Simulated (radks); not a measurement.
The numbers below are computed, except where a source is named.
Q: Radial electron density D(r) = 4 pi r^2 rho(r) of an atom or ion with 7 electrons. Code: a radial shooting solver on a logarithmic mesh with Libxc functionals. Model: scalar-relativistic Kohn-Sham, BLYP, spin-polarised, spherical densities, finite nucleus; Fermi nuclear charge, rms radius of each element as measured or else 0.836 A^(1/3) + 0.57 fm.

r (bohr)  D(r) (e/bohr)  spin D(r)
0.003283          5.627   0.000273
0.003977          7.683    0.00138
0.004819          10.37    0.00392
0.005839          13.79    0.00940
0.007075          18.03     0.0208
0.008573          23.08     0.0438
0.01039           28.80     0.0892
0.01259           34.86      0.176
0.01525           40.66      0.340
0.01848           45.37      0.639
0.02239           48.04       1.17
0.02691           47.94       2.01
0.03261           44.81       3.42
0.03951           39.33       5.56
0.04788           33.27       8.57
0.05801           29.03       12.4
0.07029           28.38       16.5
0.08517           31.13       20.0
0.1032            34.62       21.7
0.125             35.03       20.4
0.1515            30.05       16.3
0.1836            20.81       10.6
0.2224            11.14       5.44
0.2695            4.389       2.08
0.3266            1.199      0.556
0.3957           0.2115     0.0974
0.4794          0.02227     0.0103

What is the nuclear charge?

A: Z = 40. The innermost maximum, from 1s, lies near gamma/Z bohr with gamma = sqrt(1 - (Z/c)^2) = 0.956, here 0.0239 bohr (found: 0.0245), and its height grows with Z. The density is that of the zirconium ion Zr33+ in [He] 2s2 2p3; the configuration itself is not fixed sharply by these data, and Z only to a few units. D(r) has 2 maxima, at r = 0.0245, 0.116 bohr, and minima at 0.0659 bohr, inside which lie 2.24 electrons.
